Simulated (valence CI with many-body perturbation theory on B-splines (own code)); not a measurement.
**Zn⁶⁺: one-electron terms**

Method: relativistic CI+MBPT: six valence electrons over a frozen Dirac-Fock core [Ar], a basis of 7 s, 7 p, 8 d, 6 f, 4 g, 1 h functions for each j, with the one-electron correlation potential Σ1 (screened to all orders), the two-electron term Σ2, the three-electron term Σ3, Breit, model QED; selected single and double excitations, second order for the rest, scaled by the run's own slope (own B-spline code, finite nucleus).

Set against measurement, 26 paired levels are off by 679 cm⁻¹ on average, the worst by 2022. These come from a selection out of Sugar and Musgrove, J. Phys. Chem. Ref. Data 24, 1803 (1995). Levels without a partner in it may be off by more, other configurations by 1,000 to 8,000 cm⁻¹. Among the levels kept, up to 520 cm⁻¹ of a level comes from second order outside the variational space, and about a tenth of that is noise between levels of different J, which matters for small intervals. Only levels of the ground parity were solved; by the run's estimate the other parity begins above the list, which can be wrong where configurations are misplaced.

These are the spectroscopic orbitals of the CI (the correlating ones are not listed), shaped by the core and the other valence electrons. h is the expectation value of the core's Dirac-Fock operator, without the valence repulsion; Σ1 is computed up to l = 3 at one energy for each symmetry, that of its lowest orbital but kept below the first core excitation, so for empty shells it is not the orbital's own correlation shift; Breit and QED include the response of the core.

| Orbital | h (hartree) | Σ1 (cm⁻¹) | Breit (cm⁻¹) | QED (cm⁻¹) | ⟨r⟩ (bohr) |
| --- | --- | --- | --- | --- | --- |
| 4s1/2 | -6.6458 | -4575 | 121 | 90.8 | 1.643 |
| 5s1/2 | -3.7064 | -1412 | 49.4 | 36.9 | 3.042 |
| 6s1/2 | -2.3703 | -642 | 24.8 | 18.5 | 4.870 |
| 4p1/2 | -5.9817 | -3855 | 159 | -9.3 | 1.771 |
| 5p1/2 | -3.4064 | -1308 | 69.3 | -4.0 | 3.267 |
| 6p1/2 | -2.2108 | -624 | 36.2 | -2.1 | 5.191 |
| 4p3/2 | -5.9405 | -3763 | 95.5 | -2.7 | 1.784 |
| 5p3/2 | -3.3888 | -1286 | 41.7 | -1.2 | 3.285 |
| 6p3/2 | -2.2017 | -615 | 22.2 | -0.6 | 5.213 |
| 3d3/2 | -11.018 | -17795 | 171 | -75.8 | 0.7095 |
| 4d3/2 | -4.8369 | -2866 | 37.9 | -9.6 | 2.118 |
| 5d3/2 | -2.9043 | -1227 | 18.1 | -4.3 | 3.823 |
| 3d5/2 | -10.992 | -17614 | -98.4 | -63.1 | 0.7121 |
| 4d5/2 | -4.8306 | -2856 | -0.7 | -7.6 | 2.121 |
| 5d5/2 | -2.9015 | -1223 | 0.6 | -3.4 | 3.827 |
| 4f5/2 | -3.8575 | -1535 | -2.5 | -0.7 | 2.457 |
| 5f5/2 | -2.4732 | -910 | -1.9 | -0.5 | 4.336 |
| 4f7/2 | -3.8575 | -1524 | -4.4 | -0.5 | 2.457 |
| 5f7/2 | -2.4732 | -902 | -3.3 | -0.4 | 4.336 |
| 5g7/2 | -2.3838 |  | 0.0 | 0.0 | 3.921 |
| 5g9/2 | -2.3837 |  | -0.1 | 0.0 | 3.921 |

Among the shells of the start configuration 3d6, Σ1 is largest in size for 3d3/2, where it is 0.74 % of h.

Lowest root of each symmetry, sizes in configuration state functions:

| J | Parity | Roots | Reference | Variational | Second order | Change by selected CI (cm⁻¹) | Change by second order (cm⁻¹) |
| --- | --- | --- | --- | --- | --- | --- | --- |
| 0 | even | 4 | 26 | 47696 | 2456433 | -23075 | -132 |
| 1 | even | 4 | 60 | 45217 | 8400782 | -23007 | -211 |
| 2 | even | 7 | 86 | 46900 | 11356774 | -22924 | -287 |
| 3 | even | 6 | 88 | 45698 | 12191909 | -22832 | -370 |
| 4 | even | 7 | 77 | 45399 | 12290793 | -22817 | -372 |
| 5 | even | 2 | 52 | 45503 | 10589569 | -24261 | -311 |
| 6 | even | 2 | 31 | 43748 | 10357607 | -24272 | -251 |
